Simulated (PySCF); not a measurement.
C₃H₁₀SiZn (SMILES C[Si](C)(C)[ZnH]), singlet, at a GFN2-xTB geometry (such geometries of metal compounds can be far from the true shape), atoms displaced at random by about 0.03 Å a coordinate; TPSS/STO-3G, gradient (PySCF).

The PySCF input:
```python
from pyscf import gto, scf, dft

mol = gto.Mole()
mol.atom = '''
    Zn   -0.41973966    1.04678095    1.15291749
    H    -0.81200524    2.14189466    2.28208251
    Si    0.20286128   -0.48387648   -0.49558967
    C    -1.26150973   -1.57110138   -1.19163056
    C     1.59180036   -1.76269403    0.04367593
    C     0.88437841    0.33482342   -2.12528872
    H    -0.95937157   -2.27447825   -1.80632239
    H    -1.66450593   -2.13346630   -0.38322402
    H    -2.06538504   -0.94862743   -1.57956678
    H     1.20362014   -2.33994972    0.90312449
    H     2.48447609   -1.25668621    0.31942901
    H     1.82326258   -2.40778401   -0.79312778
    H     1.82747208    0.91477352   -1.92170943
    H     0.17299624    1.03748099   -2.56307932
    H     1.14239493   -0.49077375   -2.84930543
'''
mol.basis = 'sto-3g'
mol.verbose = 3
mol.build()

mf = dft.RKS(mol)
mf.xc = 'tpss'
mf.kernel()
g = mf.nuc_grad_method()
grad = g.kernel()
```

What the program printed (banner, timings and long lists left out):

```
SCF not converged.
SCF energy = -2160.22405637843
--------------- RKS gradients ---------------
         x                y                z
0 Zn     0.0249255138    -0.0657108171    -0.0678454096
1 H    -0.0404600253     0.1095154527     0.1128062820
2 Si     0.0140961289    -0.0408959450    -0.0292665228
3 C     0.0012917271    -0.0981888093    -0.0859608734
4 C     0.0556375985    -0.0303547402    -0.0080454483
5 C    -0.0218789913     0.0205045268    -0.0210408934
6 H    -0.0389096027     0.0820177713     0.0955374489
7 H     0.0193614496     0.0139163151    -0.0315555789
8 H     0.0060874703    -0.0022897297     0.0114402933
9 H    -0.0057970826     0.0075088666     0.0006720905
10 H    -0.0281387989    -0.0134802202    -0.0108619738
11 H    -0.0086589671     0.0284818664     0.0242518718
12 H     0.0102174077     0.0077479280     0.0043420997
13 H     0.0073282607    -0.0022269626     0.0085697254
14 H     0.0047332707    -0.0165610715    -0.0030881570
----------------------------------------------
```

The run did not converge; its last values are not results.
